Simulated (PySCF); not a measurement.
# A basis-limit estimate, worked out

An elementary step of BHClOF, singlet (BHClOF ([OH][B]([F])[Cl]) → BOF + HCl; bonds formed: Cl2–H4; bonds broken: B1–Cl2, O3–H4). “Start” is the structure reached by relaxing down from the saddle towards the reactants; PBE0-D4/def2-TZVP structures. The saddle:

B1  (-0.489, 0.289, 0.335)
Cl2  (1.253, -1.102, -0.126)
O3  (-0.466, 0.823, -0.794)
H4  (0.614, -0.105, -0.946)
F5  (-0.912, 0.095, 1.531)
(Å)

Program: PySCF 2.14 with density fitting (its default auxiliary sets; JK sets also for MP2 and CCSD(T)). Basis: def2-TZVPP and def2-QZVPP. Cores are frozen in the correlated methods.

Energies in eV:

| quantity | saddle | start |
| --- | --- | --- |
| Hartree–Fock, triple zeta (X = 3) | -17938.52436 | -17941.53609 |
| Hartree–Fock, quadruple zeta (X = 4) | -17939.12683 | -17942.13032 |
| MP2 correlation, X = 3 | -21.49016 | -20.90267 |
| MP2 correlation, X = 4 | -23.46195 | -22.86933 |
| CCSD(T) correlation, X = 3 | -22.73765 | -22.22907 |

Work out the barrier at the basis limit: extrapolate Hartree–Fock as E(X) = E∞ + A exp(−7.88 √X) and the MP2 correlation as E(X) = E∞ + B X^−2.97 (the exponents that Neese and Valeev fitted for def2-TZVPP and QZVPP), then add CCSD(T) − MP2 in triple zeta.

Each step is linear, so take the differences first (saddle − start): Hartree–Fock 3.01173 (X = 3) and 3.00349 (X = 4); MP2 correlation -0.58749 and -0.59262; CCSD(T) correlation -0.50858.
Two points give E∞ = E(4) + w [E(4) − E(3)], with w = 1/(exp(7.88 (2 − √3)) − 1) = 0.1377 for Hartree–Fock and w = 1/((4/3)^2.97 − 1) = 0.7407 for the correlation.
Hartree–Fock: 3.00349 + 0.1377 × (-0.00824) = 3.0024 eV.
MP2 correlation: -0.59262 + 0.7407 × (-0.00513) = -0.5964 eV.
CCSD(T) − MP2: -0.50858 − (-0.58749) = 0.0789 eV.
Sum: 3.0024 + (-0.5964) + 0.0789 = 2.4849 eV, or 57.30 kcal/mol. Plain CCSD(T) in triple zeta gives 2.5031 eV, so the larger basis shifts the result by -0.0182 eV.

No T1 diagnostic of these runs exceeds 0.016.

Labels in which every atom is bracketed show which atoms are joined, not bond orders.

For scale, one of the runs: CCSD(T)/def2-TZVPP, 149 basis functions, launched by `OMP_NUM_THREADS=4 python run.py`. Time: 2 min of wall clock on 4 CPU threads of an Arm Neoverse V1; the host was shared. Peak host memory: 1.2 GiB.
